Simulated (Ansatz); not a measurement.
Relaxation of B(NH3)Et3 (C6H18BN) with RKS PBE-D4/def2-SVP.

```sh
$ ansatz run in.yaml --threads 4 --pin off --events-out ev --progress --plain --max-ram 4787MiB
```

```yaml
crystal:
  periodic: [false, false, false]
  atoms:
    - {symbol: B, position_ang: [-0.001560, -0.001330, -0.100500]}
    - {symbol: N, position_ang: [0.035430, 0.019790, 1.551580]}
    - {symbol: H, position_ang: [-0.898160, 0.222830, 1.891720]}
    - {symbol: H, position_ang: [0.684830, 0.739650, 1.849120]}
    - {symbol: H, position_ang: [0.342080, -0.890080, 1.878270]}
    - {symbol: C, position_ang: [1.558980, -0.138090, -0.564820]}
    - {symbol: C, position_ang: [2.286180, -1.415090, -0.133250]}
    - {symbol: H, position_ang: [2.146600, 0.709010, -0.197170]}
    - {symbol: H, position_ang: [1.613600, -0.083730, -1.653820]}
    - {symbol: H, position_ang: [3.307530, -1.427870, -0.513120]}
    - {symbol: H, position_ang: [2.343020, -1.498730, 0.952970]}
    - {symbol: H, position_ang: [1.778760, -2.295980, -0.517490]}
    - {symbol: C, position_ang: [-0.682570, 1.418690, -0.535110]}
    - {symbol: C, position_ang: [0.072550, 2.686560, -0.125500]}
    - {symbol: H, position_ang: [-1.696480, 1.500700, -0.131610]}
    - {symbol: H, position_ang: [-0.794610, 1.441150, -1.620510]}
    - {symbol: H, position_ang: [-0.438150, 3.577690, -0.489710]}
    - {symbol: H, position_ang: [0.149500, 2.777350, 0.959130]}
    - {symbol: H, position_ang: [1.077200, 2.687720, -0.540210]}
    - {symbol: C, position_ang: [-0.909240, -1.301990, -0.494140]}
    - {symbol: C, position_ang: [-2.369370, -1.274490, -0.033730]}
    - {symbol: H, position_ang: [-0.461730, -2.218630, -0.097560]}
    - {symbol: H, position_ang: [-0.910390, -1.420200, -1.579270]}
    - {symbol: H, position_ang: [-2.897000, -2.170300, -0.360490]}
    - {symbol: H, position_ang: [-2.448360, -1.230140, 1.053600]}
    - {symbol: H, position_ang: [-2.888630, -0.414500, -0.448400]}
basis:
  gaussian: {orbitals: def2-SVP}
hamiltonian: {xc: pbe, dispersion: d4}
scf: {lower_state_search: "off"}
output: {orbitals: {seedname: orbitals}}
relax: {f_tol: 0.02, max_steps: 100}
```

Run time 23 s (4 threads of Arm Neoverse V2 on a shared host).

Positions (Å) and forces (eV/Å) at steps 1, 2, 3, 4, 7, 10 of 10:

```xyz
26
step=1 energy=-8664.8573 eV
B    -0.002   -0.001   -0.101   -0.014   -0.015   -0.548
N     0.035    0.020    1.552   -0.015   -0.011   -0.862
H    -0.898    0.223    1.892   -0.516    0.081    0.407
H     0.685    0.740    1.849    0.340    0.423    0.384
H     0.342   -0.890    1.878    0.200   -0.488    0.397
C     1.559   -0.138   -0.565   -0.355   -0.528    0.542
C     2.286   -1.415   -0.133   -0.288    0.694   -0.352
H     2.147    0.709   -0.197    0.344    0.638    0.128
H     1.614   -0.084   -1.654   -0.077    0.165   -0.690
H     3.308   -1.428   -0.513    0.691   -0.147   -0.122
H     2.343   -1.499    0.953    0.087   -0.191    0.746
H     1.779   -2.296   -0.517   -0.292   -0.693   -0.175
C    -0.683    1.419   -0.535    0.660   -0.052    0.526
C     0.073    2.687   -0.126   -0.462   -0.593   -0.335
H    -1.696    1.501   -0.132   -0.722   -0.021    0.156
H    -0.795    1.441   -1.621   -0.130   -0.142   -0.697
H    -0.438    3.578   -0.490   -0.222    0.673   -0.114
H     0.149    2.777    0.959    0.142    0.169    0.733
H     1.077    2.688   -0.540    0.738    0.095   -0.199
C    -0.909   -1.302   -0.494   -0.261    0.608    0.525
C    -2.369   -1.274   -0.034    0.729   -0.113   -0.357
H    -0.462   -2.219   -0.098    0.385   -0.614    0.147
H    -0.910   -1.420   -1.579    0.163   -0.049   -0.698
H    -2.897   -2.170   -0.360   -0.474   -0.531   -0.089
H    -2.448   -1.230    1.054   -0.192    0.053    0.743
H    -2.889   -0.414   -0.448   -0.456    0.589   -0.194
26
step=2 energy=-8665.0369 eV
B    -0.002   -0.002   -0.112   -0.002   -0.003   -0.092
N     0.035    0.019    1.550   -0.007   -0.001   -0.282
H    -0.915    0.159    1.913   -0.047   -0.017    0.159
H     0.639    0.787    1.870    0.014    0.056    0.155
H     0.406   -0.873    1.897    0.042   -0.035    0.156
C     1.564   -0.144   -0.565   -0.082   -0.239    0.166
C     2.301   -1.425   -0.135   -0.152    0.336   -0.177
H     2.151    0.731   -0.216    0.099    0.160    0.025
H     1.592   -0.078   -1.670    0.001    0.039   -0.212
H     3.344   -1.453   -0.498    0.194   -0.042   -0.023
H     2.354   -1.527    0.966    0.023   -0.067    0.239
H     1.797   -2.328   -0.519   -0.079   -0.203   -0.048
C    -0.680    1.426   -0.536    0.256    0.045    0.159
C     0.075    2.705   -0.130   -0.217   -0.297   -0.167
H    -1.718    1.495   -0.148   -0.191    0.006    0.033
H    -0.791    1.421   -1.637   -0.044   -0.018   -0.214
H    -0.434    3.622   -0.476   -0.061    0.188   -0.021
H     0.172    2.801    0.969    0.054    0.053    0.234
H     1.096    2.720   -0.547    0.212    0.034   -0.055
C    -0.917   -1.303   -0.495   -0.156    0.202    0.162
C    -2.386   -1.283   -0.036    0.358   -0.041   -0.179
H    -0.446   -2.235   -0.117    0.091   -0.166    0.029
H    -0.897   -1.405   -1.597    0.029   -0.031   -0.214
H    -2.938   -2.188   -0.347   -0.134   -0.148   -0.016
H    -2.479   -1.228    1.066   -0.064    0.023    0.238
H    -2.925   -0.413   -0.448   -0.137    0.167   -0.052
26
step=3 energy=-8665.0604 eV
B    -0.002   -0.001   -0.106   -0.004   -0.003   -0.107
N     0.035    0.019    1.566    0.002    0.005    0.098
H    -0.927    0.053    1.951    0.256   -0.022   -0.057
H     0.553    0.849    1.909   -0.147   -0.213   -0.045
H     0.502   -0.832    1.930   -0.112    0.228   -0.049
C     1.561   -0.148   -0.572    0.059   -0.037    0.055
C     2.298   -1.428   -0.140   -0.023    0.050   -0.034
H     2.155    0.737   -0.237   -0.005   -0.037   -0.010
H     1.577   -0.083   -1.685   -0.011   -0.011    0.041
H     3.356   -1.461   -0.483   -0.033    0.005    0.014
H     2.340   -1.543    0.970   -0.001    0.000   -0.021
H     1.802   -2.342   -0.529    0.016    0.028    0.011
C    -0.675    1.425   -0.542    0.009    0.070    0.053
C     0.079    2.704   -0.137   -0.032   -0.043   -0.032
H    -1.725    1.496   -0.166    0.032    0.014   -0.011
H    -0.783    1.409   -1.652    0.016   -0.003    0.040
H    -0.432    3.637   -0.461    0.013   -0.032    0.014
H     0.199    2.797    0.969    0.001   -0.001   -0.024
H     1.105    2.732   -0.565   -0.033    0.000    0.012
C    -0.919   -1.298   -0.503   -0.061   -0.029    0.053
C    -2.387   -1.279   -0.042    0.053   -0.006   -0.035
H    -0.442   -2.242   -0.140   -0.030    0.024   -0.010
H    -0.893   -1.388   -1.614   -0.004    0.016    0.040
H    -2.951   -2.192   -0.336    0.020    0.025    0.012
H    -2.486   -1.211    1.068    0.000    0.000   -0.019
H    -2.939   -0.409   -0.457    0.017   -0.027    0.011
26
step=4 energy=-8665.0660 eV
B    -0.002   -0.001   -0.111    0.000    0.000    0.002
N     0.034    0.018    1.560    0.001    0.000    0.029
H    -0.921    0.002    1.950    0.034   -0.005   -0.014
H     0.506    0.867    1.909   -0.022   -0.028   -0.012
H     0.541   -0.801    1.927   -0.014    0.033   -0.013
C     1.561   -0.152   -0.570    0.013    0.011   -0.022
C     2.298   -1.428   -0.139   -0.025   -0.006    0.024
H     2.157    0.732   -0.238    0.001    0.004    0.003
H     1.577   -0.090   -1.682   -0.002    0.005    0.001
H     3.356   -1.459   -0.474    0.002    0.007   -0.004
H     2.332   -1.546    0.970    0.005   -0.009    0.004
H     1.806   -2.342   -0.532    0.002   -0.003   -0.003
C    -0.672    1.428   -0.541   -0.018    0.006   -0.021
C     0.082    2.703   -0.138    0.019   -0.019    0.023
H    -1.721    1.502   -0.166   -0.003    0.000    0.003
H    -0.778    1.413   -1.650   -0.003   -0.005    0.001
H    -0.433    3.637   -0.453   -0.008   -0.002   -0.004
H     0.210    2.791    0.967    0.006    0.009    0.004
H     1.103    2.734   -0.572    0.002    0.004   -0.003
C    -0.923   -1.296   -0.502    0.003   -0.020   -0.021
C    -2.387   -1.279   -0.042    0.008    0.026    0.022
H    -0.449   -2.241   -0.143    0.003   -0.002    0.002
H    -0.901   -1.384   -1.612    0.005    0.000    0.000
H    -2.950   -2.192   -0.328    0.006   -0.005   -0.004
H    -2.484   -1.204    1.068   -0.011    0.000    0.004
H    -2.941   -0.412   -0.459   -0.005    0.001   -0.003
26
step=7 energy=-8665.0669 eV
B    -0.002   -0.001   -0.114    0.000    0.000    0.000
N     0.033    0.018    1.556    0.000    0.000    0.016
H    -0.920   -0.029    1.946   -0.001   -0.002   -0.004
H     0.477    0.880    1.906   -0.002    0.001   -0.004
H     0.566   -0.785    1.923    0.003    0.001   -0.004
C     1.562   -0.150   -0.570   -0.003    0.003    0.003
C     2.293   -1.428   -0.138    0.008   -0.004   -0.008
H     2.157    0.732   -0.232    0.000    0.000    0.001
H     1.582   -0.085   -1.681    0.002   -0.001    0.002
H     3.355   -1.456   -0.463   -0.001   -0.001    0.002
H     2.318   -1.556    0.971   -0.003    0.001    0.000
H     1.806   -2.340   -0.542   -0.001    0.002    0.001
C    -0.674    1.428   -0.541   -0.001   -0.004    0.003
C     0.086    2.700   -0.139   -0.001    0.009   -0.008
H    -1.721    1.503   -0.159    0.000    0.000    0.001
H    -0.787    1.415   -1.649    0.000    0.002    0.002
H    -0.434    3.634   -0.442    0.001    0.000    0.002
H     0.228    2.784    0.965    0.001   -0.003    0.000
H     1.101    2.734   -0.585   -0.001   -0.001    0.000
C    -0.922   -1.298   -0.503    0.005    0.001    0.002
C    -2.385   -1.274   -0.041   -0.007   -0.005   -0.007
H    -0.448   -2.241   -0.140    0.000    0.000    0.000
H    -0.899   -1.390   -1.613   -0.002   -0.001    0.001
H    -2.947   -2.192   -0.319   -0.001    0.001    0.002
H    -2.485   -1.189    1.068    0.002    0.002    0.000
H    -2.941   -0.413   -0.468    0.002    0.000    0.000
26
step=10 energy=-8665.0674 eV
B    -0.003   -0.001   -0.101   -0.001   -0.002   -0.007
N     0.032    0.018    1.570    0.000   -0.001   -0.009
H    -0.919   -0.061    1.958    0.002    0.001    0.003
H     0.448    0.894    1.918    0.000   -0.003    0.002
H     0.592   -0.768    1.934   -0.002    0.002    0.003
C     1.564   -0.140   -0.554    0.002    0.000   -0.002
C     2.288   -1.433   -0.153   -0.005   -0.002    0.008
H     2.158    0.731   -0.187   -0.001   -0.003   -0.002
H     1.593   -0.044   -1.663    0.000    0.000    0.005
H     3.356   -1.450   -0.459   -0.002    0.000    0.000
H     2.292   -1.598    0.952    0.000    0.001   -0.010
H     1.809   -2.330   -0.597    0.004    0.007    0.002
C    -0.684    1.425   -0.524    0.003    0.003   -0.002
C     0.093    2.698   -0.159    0.005   -0.002    0.007
H    -1.718    1.506   -0.111    0.005    0.000   -0.002
H    -0.831    1.402   -1.628    0.000    0.000    0.006
H    -0.439    3.632   -0.440    0.002   -0.001    0.000
H     0.286    2.783    0.938   -0.002    0.000   -0.012
H     1.088    2.730   -0.649   -0.010    0.000    0.004
C    -0.914   -1.303   -0.490   -0.004    0.000    0.002
C    -2.387   -1.269   -0.059    0.001    0.003    0.006
H    -0.449   -2.241   -0.101   -0.002    0.003   -0.001
H    -0.869   -1.414   -1.598    0.001    0.000    0.005
H    -2.942   -2.195   -0.321    0.000    0.001    0.000
H    -2.509   -1.152    1.045    0.001   -0.001   -0.009
H    -2.934   -0.421   -0.520    0.004   -0.006    0.002
```
